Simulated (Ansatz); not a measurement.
Stepwise reaction of `F[Si](F)(O[SiH3])O[SiH3]` with hydrogen chloride, as a gas-phase model of exchange steps in deposition or etching. ΔE in kJ/mol.

Computed with Ansatz on PBE0-D4/def2-TZVP structures; ΔE is electronic, products minus reactants. CCSD(T)/CBS is the MP2 limit (def2-TZVPP, def2-QZVPP) plus CCSD(T) − MP2 in def2-TZVPP, frozen cores. This one scheme is used for every species. DFT in def2-TZVPP. B3LYP here is the variant with VWN-RPA as its local correlation; programs differ in this. One conformer a species, not always the lowest.

| step | reaction | PBE-D4 | B3LYP-D4 | ωB97M-V | CCSD(T)/CBS |
| --- | --- | --- | --- | --- | --- |
| 1 | `F[Si](F)(O[SiH3])O[SiH3]` + HCl → `F[Si](F)(Cl)O[SiH3]` + `O[SiH3]` | 26.5 | 41.4 | 35.0 | 39.7 |
| 2 | `F[Si](F)(Cl)O[SiH3]` + HCl → `F[Si](F)(Cl)Cl` + `O[SiH3]` | 26.8 | 43.3 | 37.3 | 41.9 |

Q: By hand: ΔE of the 2 steps together at CCSD(T)/CBS.

A: (39.7) + (41.9) = 81.6 kJ/mol, or 40.8 kJ/mol a step.

In ΔE the steps differ by no more than 2.2 kJ/mol. All are uphill at CCSD(T)/CBS. PBE-D4 differs from CCSD(T)/CBS by -15.1 to -13.2 kJ/mol a step. Isolated molecules leave out the surface, adducts and barriers. Largest T1 diagnostic: 0.011.
